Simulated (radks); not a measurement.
The numbers below are computed, except where a source is named.
W69+, 5 electrons, occupied as [He] 2s2 2p1 (the NIST ground configuration). Code: a radial shooting solver on a logarithmic mesh with Libxc functionals. Model: scalar-relativistic Kohn-Sham, r2SCAN, spin-polarised, spherical densities, finite nucleus; open shells are filled with parallel spins first (spin-orbit coupling, left out, can overturn this in heavy ions); meta-GGA in the generalised Kohn-Sham scheme; Fermi nuclear charge, rms radius 5.3658 fm.

Normalised radial functions P(r) = r R(r), r in bohr:

```
   r/bohr * 2s down (the largest magnitude, 3.82, reaches the edge; | marks zero)
 0.001037                             |    *
 0.001287                             |     *
 0.001598                             |      *
 0.001967                             |       *
 0.002442                             |        *
  0.00303                             |         *
 0.003731                             |           *
  0.00463                             |            *
 0.005747                             |             *
 0.007075                             |             *
 0.008781                             |              *
   0.0109                             |             *
  0.01342                             |           *
  0.01665                             |       *
  0.02067                             |  *
  0.02545                          *  |
  0.03158                   *         |
   0.0392           *                 |
  0.04826     *                       |
   0.0599  *                          |
  0.07434   *                         |
  0.09153       *                     |
   0.1136              *              |
    0.141                    *        |
   0.1736                         *   |
   0.2154                            *|
   0.2674                             *
   0.3292                             *
   0.4086                             *
   0.5071                             *
```

2s down: eigenvalue -18932.4 eV, 1 radial node at r = 0.0232 bohr, <r> = 0.0747 bohr, 90 % of the charge inside 0.115 bohr.
